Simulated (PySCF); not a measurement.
## Correlation energy of S²⁺ (sulfur, charge +2)

[Ne] 3s2 3p1 3d1, one real determinant (an excited configuration). Computed with PySCF 2.14 in dyall-acv3z (19s12p6d4f, 113 functions), with the non-relativistic Hamiltonian (point nucleus). Frozen: 1s2; 12 electrons correlated; the 15 highest virtual orbitals of each spin left out.

MP2 pair energies summed by pair of shells (mhartree):

```
 pair   energy  share (%)
2p-2p  -191.38       47.4
2s-2p   -58.96       14.6
3s-3d   -37.97        9.4
2p-3s   -27.26        6.8
3s-3s   -27.08        6.7
3s-3p   -23.66        5.9
2s-2s    -9.73        2.4
2p-3p    -9.72        2.4
3p-3d    -7.30        1.8
2p-3d    -4.85        1.2
2s-3s    -3.65        0.9
2s-3p    -1.61        0.4
2s-3d    -0.59        0.1
```

Total MP2 correlation energy: -403.75 mhartree.

Same-spin part -101.48 and opposite-spin part -302.27 mhartree; SCS-MP2 scales them by 1/3 and 6/5 to -396.55 mhartree.

The reference is one real determinant that mixes LS terms of this configuration.
